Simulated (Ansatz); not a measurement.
The multiplicity is imposed and other spin states were not computed.

These are PBE-D3(BJ)/def2-SVP run with Ansatz (a first-principles code) values and carry that method's errors. No frequencies were computed at this level.

Ansatz 0.2 input:
```yaml
crystal:
  periodic: [false, false, false]
  atoms:
    - { symbol: Cd, position_ang: [0.828375, -0.076468, -0.141365] }
    - { symbol: N, position_ang: [-0.162454, -1.776635, -0.620851] }
    - { symbol: H, position_ang: [-0.722797, -1.979327, 0.210092] }
    - { symbol: H, position_ang: [0.443993, -2.583445, -0.757291] }
    - { symbol: O, position_ang: [0.113011, 1.391386, 0.912837] }
    - { symbol: H, position_ang: [0.564743, 2.236427, 0.847007] }
basis:
  gaussian: { orbitals: def2-svp }
hamiltonian:
  xc: pbe
  dispersion: d3bj
relax:
  max_steps: 150
```

Output:

```
Functional definition: PBE
797 factors; their error is unknown
mean field evaluation 1: about -8124.5379 eV, gradient 9.2e1 eV
mean field evaluation 2: about -7959.5991 eV, gradient 2.3e2 eV
mean field evaluation 4: about -8135.0133 eV, gradient 5.9e1 eV
mean field evaluation 8: about -8142.3867 eV, gradient 1.2e-1 eV
mean field evaluation 16: about -8142.3622 eV, gradient 2.1e-3 eV
mean field -8142.36220890 eV, -299.2262920858 hartree, gradient 8.5e-6 eV, S^2 0.000000; 0 other end points of the search recorded, 0 dependent functions left out
reference -8142.36225006 eV, -299.2262935984 hartree; 19, 19 occupied and 55, 55 virtual orbitals, 797 factors
relax step   1: F+E_penalty+E_count = -8142.44538970 eV  Δ(F+E_penalty+E_count) = +0.000e0 eV  max|allowed force component| = 8.746e-1 eV/Å  Δτ_max = 0.0000 Å  (28 SCF iters, accepted)
these checks for a lower state are left out or cut short: starts, cluster_reference, orbital_swaps, neighbouring_geometries, increment
797 factors; their error is unknown
mean field -8142.70202828 eV, -299.2387802175 hartree, gradient 2.5e-5 eV, S^2 0.000000; 0 other end points of the search recorded, 0 dependent functions left out
reference -8142.70206955 eV, -299.2387817342 hartree; 19, 19 occupied and 55, 55 virtual orbitals, 797 factors
relax step   2: F+E_penalty+E_count = -8142.78304305 eV  Δ(F+E_penalty+E_count) = -3.377e-1 eV  max|allowed force component| = 6.952e-1 eV/Å  Δτ_max = 0.1968 Å  (30 SCF iters, accepted)
these checks for a lower state are left out or cut short: starts, cluster_reference, orbital_swaps, neighbouring_geometries, increment
797 factors; their error is unknown
mean field evaluation 32: about -8142.8537 eV, gradient 1.0e-3 eV
mean field -8142.85367045 eV, -299.2443529645 hartree, gradient 1.5e-5 eV, S^2 0.000000; 0 other end points of the search recorded, 0 dependent functions left out
reference -8142.85371234 eV, -299.2443545040 hartree; 19, 19 occupied and 55, 55 virtual orbitals, 797 factors
relax step   3: F+E_penalty+E_count = -8142.93408558 eV  Δ(F+E_penalty+E_count) = -1.510e-1 eV  max|allowed force component| = 4.328e-1 eV/Å  Δτ_max = 0.1997 Å  (28 SCF iters, accepted)
these checks for a lower state are left out or cut short: starts, cluster_reference, orbital_swaps, neighbouring_geometries, increment
797 factors; their error is unknown
mean field -8142.97335234 eV, -299.2487511929 hartree, gradient 9.0e-6 eV, S^2 0.000000; 0 other end points of the search recorded, 0 dependent functions left out
reference -8142.97339377 eV, -299.2487527155 hartree; 19, 19 occupied and 55, 55 virtual orbitals, 797 factors
relax step   4: F+E_penalty+E_count = -8143.05399788 eV  Δ(F+E_penalty+E_count) = -1.199e-1 eV  max|allowed force component| = 6.446e-1 eV/Å  Δτ_max = 0.1999 Å  (35 SCF iters, accepted)
these checks for a lower state are left out or cut short: starts, cluster_reference, orbital_swaps, neighbouring_geometries, increment
797 factors; their error is unknown
mean field -8143.04128198 eV, -299.2512475610 hartree, gradient 8.2e-6 eV, S^2 0.000000; 0 other end points of the search recorded, 0 dependent functions left out
reference -8143.04132306 eV, -299.2512490707 hartree; 19, 19 occupied and 55, 55 virtual orbitals, 797 factors
relax step   5: F+E_penalty+E_count = -8143.12187077 eV  Δ(F+E_penalty+E_count) = -6.787e-2 eV  max|allowed force component| = 1.669e-1 eV/Å  Δτ_max = 0.2000 Å  (35 SCF iters, accepted)
these checks for a lower state are left out or cut short: starts, cluster_reference, orbital_swaps, neighbouring_geometries, increment
797 factors; their error is unknown
mean field -8143.06244574 eV, -299.2520253151 hartree, gradient 2.5e-5 eV, S^2 0.000000; 0 other end points of the search recorded, 0 dependent functions left out
reference -8143.06248694 eV, -299.2520268292 hartree; 19, 19 occupied and 55, 55 virtual orbitals, 797 factors
relax step   6: F+E_penalty+E_count = -8143.14314773 eV  Δ(F+E_penalty+E_count) = -2.128e-2 eV  max|allowed force component| = 2.707e-1 eV/Å  Δτ_max = 0.1998 Å  (33 SCF iters, accepted)
these checks for a lower state are left out or cut short: starts, cluster_reference, orbital_swaps, neighbouring_geometries, increment
797 factors; their error is unknown
mean field evaluation 64: about -8143.0717 eV, gradient 6.9e-4 eV
mean field -8143.07173131 eV, -299.2523665534 hartree, gradient 8.5e-6 eV, S^2 0.000000; 0 other end points of the search recorded, 0 dependent functions left out
reference -8143.07177202 eV, -299.2523680495 hartree; 19, 19 occupied and 55, 55 virtual orbitals, 797 factors
relax step   7: F+E_penalty+E_count = -8143.15257113 eV  Δ(F+E_penalty+E_count) = -9.423e-3 eV  max|allowed force component| = 4.703e-2 eV/Å  Δτ_max = 0.1285 Å  (34 SCF iters, accepted)
these checks for a lower state are left out or cut short: starts, cluster_reference, orbital_swaps, neighbouring_geometries, increment
797 factors; their error is unknown
mean field -8143.07218715 eV, -299.2523833053 hartree, gradient 8.0e-6 eV, S^2 0.000000; 0 other end points of the search recorded, 0 dependent functions left out
reference -8143.07222784 eV, -299.2523848006 hartree; 19, 19 occupied and 55, 55 virtual orbitals, 797 factors
relax step   8: F+E_penalty+E_count = -8143.15298493 eV  Δ(F+E_penalty+E_count) = -4.138e-4 eV  max|allowed force component| = 1.041e-2 eV/Å  Δτ_max = 0.0200 Å  (29 SCF iters, accepted)
these checks for a lower state are left out or cut short: starts, cluster_reference, orbital_swaps, neighbouring_geometries, increment
797 factors; their error is unknown
mean field -8143.07223392 eV, -299.2523850241 hartree, gradient 8.6e-6 eV, S^2 0.000000; 0 other end points of the search recorded, 0 dependent functions left out
reference -8143.07227459 eV, -299.2523865185 hartree; 19, 19 occupied and 55, 55 virtual orbitals, 797 factors
relax step   9: F+E_penalty+E_count = -8143.15303102 eV  Δ(F+E_penalty+E_count) = -4.610e-5 eV  max|allowed force component| = 2.432e-3 eV/Å  Δτ_max = 0.0072 Å  (30 SCF iters, accepted)
797 factors; their error is unknown
mean field evaluation 96: about -8143.0722 eV, gradient 5.5e-4 eV
mean field -8143.07223392 eV, -299.2523850241 hartree, gradient 9.5e-6 eV, S^2 0.000000; 1 other end points of the search recorded, 0 dependent functions left out
reference -8143.07227459 eV, -299.2523865185 hartree; 19, 19 occupied and 55, 55 virtual orbitals, 797 factors
Total energy: -8143.15307169 eV, -299.2553557572 hartree
Atom 0 at     0.260724    -0.108753     0.289476 Å, force     0.000773     0.001897     0.001385 eV/Å
Atom 1 at    -0.122266    -1.843945    -0.671643 Å, force     0.000723    -0.002432     0.000168 eV/Å
Atom 2 at    -0.886278    -2.351115    -0.200405 Å, force     0.000706    -0.000402    -0.000973 eV/Å
Atom 3 at     0.692971    -2.472286    -0.611242 Å, force    -0.002121     0.000839    -0.000559 eV/Å
Atom 4 at     0.619795     1.640040     1.153549 Å, force     0.000215     0.000355     0.001589 eV/Å
Atom 5 at     0.499926     2.347997     0.490694 Å, force    -0.000297    -0.000257    -0.001610 eV/Å
Dipole moment:    -0.045457    -0.189996    -0.116684 e Å
```

Cost: very roughly 19 core-seconds.
